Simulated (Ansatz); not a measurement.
The same ligand exchange along the group Mg, Zn, Cd.

Isolated molecules relaxed with PBE0-D4/def2-TZVP in Ansatz; ΔE leaves out vibrations. CCSD(T)/CBS is the MP2 limit (def2-TZVPP, def2-QZVPP) plus CCSD(T) − MP2 in def2-TZVPP, frozen cores. DFT in def2-TZVPP. def2 core potentials past Kr. For Br, Cd, Mg, Zn outer-core shells are correlated without core-valence functions, which leaves a few kJ/mol of doubt a bond. Scalar relativity is left out up to krypton. One conformer a species, not always the lowest.

```csv
reaction,CCSD(T)/CBS(def2) (kJ/mol)
`[Cl][Mg][Br]` + `O[SiH3]` → `[SiH3][O][Mg][Cl]` + HBr,48
`[Cl][Zn][Br]` + `O[SiH3]` → `[SiH3][O][Zn][Cl]` + HBr,?
`[Cl][Cd][Br]` + `O[SiH3]` → `[SiH3][O][Cd][Cl]` + HBr,119
```

Question: Fill in the missing values. (Best estimate.)

Answer: Computed: `[Cl][Zn][Br]` + `O[SiH3]` → `[SiH3][O][Zn][Cl]` + HBr: +89.6 kJ/mol.

Largest T1 diagnostic: 0.015, for `[SiH3][O][Zn][Cl]`.
